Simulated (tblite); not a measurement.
Compound: C₃H₁₀GeO₃.
Atom-mapped SMILES: `[CH3:1][O:2][CH2:3][O:4][GeH2:5][O:6][CH3:7]` (hydrogens: H8, H9, H10 on C1; H11, H12 on C3; H13, H14 on Ge5; H15, H16, H17 on C7)

Computed with GFN2-xTB (tblite), gas phase: nudged elastic band of 9 images (0 to 8), spring 0.2 eV/Å², climbing image at the end, force threshold 0.05 eV/Å. No saddle search or frequency run followed, so the top image need not be a first-order saddle, and its height can exceed the method's true barrier by a kcal/mol or more.

The band describes a rotation about Ge5–O6 (germanium bonded to 2 O and 2 H, oxygen bonded to C and Ge), followed by the dihedral O4–Ge5–O6–C7, from the optimised start (47°) to a second optimised geometry at 177°.

Question: How does the energy change from image to image?

Answer: 
| image | dihedral (°) | E (kcal/mol) | Ge5–O6 (Å) | O4···C7 (Å) | largest true force (eV/Å) |
| --- | --- | --- | --- | --- | --- |
| 0 | 47 | 0.00 | 1.735 | 3.29 | 0.01 |
| 1 | 63 | 0.27 | 1.735 | 3.44 | 0.03 |
| 2 | 78 | 0.88 | 1.736 | 3.59 | 0.04 |
| 3 | 96 | 1.56 | 1.738 | 3.74 | 0.03 |
| 4 | 117 | 1.92 | 1.741 | 3.86 | 0.03 |
| 5 | 138 | 1.67 | 1.743 | 3.94 | 0.05 |
| 6 | 155 | 1.22 | 1.745 | 4.00 | 0.05 |
| 7 | 169 | 0.97 | 1.746 | 4.03 | 0.04 |
| 8 | 177 | 0.75 | 1.740 | 4.02 | 0.01 |

Barriers of this band. The top is image 4 at 117°: 1.92 kcal/mol forward and 1.17 kcal/mol back; the end lies 0.75 kcal/mol above the start. The central bond is 0.006 Å longer at the top than at the start.

Question: What rate follows at 350 K for crossing this barrier forward?

Answer: Taking the electronic barrier for the free energy of activation (no zero-point or entropy terms, transmission 1), rate = (kT/h)·exp(−ΔE/kT) ≈ 5 × 10^11 s⁻¹, whose inverse is 2 × 10^-12 s. An error of 1 kcal/mol in the barrier changes this by a factor of 4, and the method and the loose band can each miss by that much or more. The barrier is only 2.8 kT, where transition-state theory is rough.

Question: How would the two end points share their population at 350 K, from these energies alone?

Answer: exp(−ΔE/kT) with ΔE = 0.033 eV gives 0.33 for the higher one (end) against 1 for the lower, without vibrational, rotational or degeneracy terms. GFN2-xTB can put conformers this close in the wrong order.

What follows is the cost of the whole band run. Hardware: an AMD EPYC 9R14 with one thread, on a shared host. Cost: 2.2 s of wall time, 0.19 GiB resident at most.
